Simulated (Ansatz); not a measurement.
Geometry optimisation, Ansatz 0.2.0, DFT PBEsol, scalar-relativistic, plane waves, PAW.

Input file:

```yaml
accuracy: low
crystal:
  lattice:
    - [10.46, 0.0, 0.0]
    - [5.23, 7.396337, 0.0]
    - [0.0, 0.0, 22.094505]
  atoms:
    - { symbol: K, position: [-0.25, 0.5, 0.0452601] }
    - { symbol: K, position: [0.25, 0.5, 0.0452601] }
    - { symbol: K, position: [-0.25, 1.0, 0.0452601] }
    - { symbol: K, position: [0.25, 1.0, 0.0452601] }
    - { symbol: K, position: [0.0, 0.0, 0.2126397] }
    - { symbol: K, position: [0.5, 0.0, 0.2126397] }
    - { symbol: K, position: [0.0, 0.5, 0.2126397] }
    - { symbol: K, position: [0.5, 0.5, 0.2126397] }
    - { symbol: K, position: [-0.25, 0.5, 0.3800192] }
    - { symbol: K, position: [0.25, 0.5, 0.3800192] }
    - { symbol: K, position: [-0.25, 1.0, 0.3800192] }
    - { symbol: K, position: [0.25, 1.0, 0.3800192] }
    - { symbol: K, position: [0.0, 0.0, 0.5473988] }
    - { symbol: K, position: [0.5, 0.0, 0.5473988] }
    - { symbol: K, position: [0.0, 0.5, 0.5473988] }
    - { symbol: K, position: [0.5, 0.5, 0.5473988] }
    - { symbol: Cl, position: [0.8467717, 0.3108297, 0.6433502] }
basis:
  ecutwfc: 420.0
kpoints:
  mp_grid: { grid: [2, 2, 1] }
hamiltonian:
  xc: pbesol
scf:
  occupations: { method: fermi_dirac, width: 0.1 }
  lower_state_search: "off"
relax:
  f_tol: 0.08
  max_steps: 25
  adjacent_minimum: "off"
  constraints: [{ sites: [0, 1, 2, 3] }]
```

Command:

```bash
$ ansatz run input.yaml --threads 4 --pin off --max-ram 10240MiB --backend cpu --events-out ev --progress --plain --runs-dir out
```

Problem. Where does it end, and by what steps?

Solution. The forces met the threshold. The force dipped under the threshold on the way, but the program's further checks kept it going. Limits of this set-up: coarse k mesh, slab without dipole correction, odd electron count without spin, a typed lattice constant that wasn't relaxed here, low accuracy level. After 8 steps the energy has fallen by 0.493 eV; Cl17 moved furthest, 0.98 Å.

| step | energy less start (eV) | largest force component (eV/Å) | accepted |
| --- | --- | --- | --- |
| 0 | 0.0000 | 0.714 | yes |
| 1 | -0.0939 | 0.659 | yes |
| 2 | -0.3031 | 0.446 | yes |
| 3 | -0.4436 | 0.227 | yes |
| 4 | -0.4818 | 0.069 | yes |
| 5 | -0.4818 | 0.070 | yes |
| 6 | -0.4874 | 0.039 | yes |
| 7 | -0.4903 | 0.020 | yes |
| 8 | -0.4933 | 0.023 | yes |

```xyz
17
Lattice="10.4600 0.0000 0.0000 5.2300 7.3963 0.0000 0.0000 0.0000 22.0945" Properties=species:S:1:pos:R:3
K 0.000 3.698 1.000
K 5.230 3.698 1.000
K 2.615 7.396 1.000
K 7.845 7.396 1.000
K 0.000 0.009 4.658
K 5.231 -0.030 4.691
K 2.674 3.691 4.707
K 7.787 3.691 4.707
K 0.000 3.717 8.249
K 5.231 3.659 8.478
K 2.680 7.357 8.271
K 7.782 7.358 8.270
K 0.002 0.012 12.146
K 5.230 -0.021 11.813
K 2.536 3.614 12.171
K 7.925 3.612 12.169
Cl 10.462 2.707 13.319
```

Whether the end is a true minimum wasn't checked by a vibrational analysis.

Time of the run: 50 s on 4 threads of AMD EPYC 7B13 (Zen 3), with other jobs on the host, peak memory 3.1 GiB.
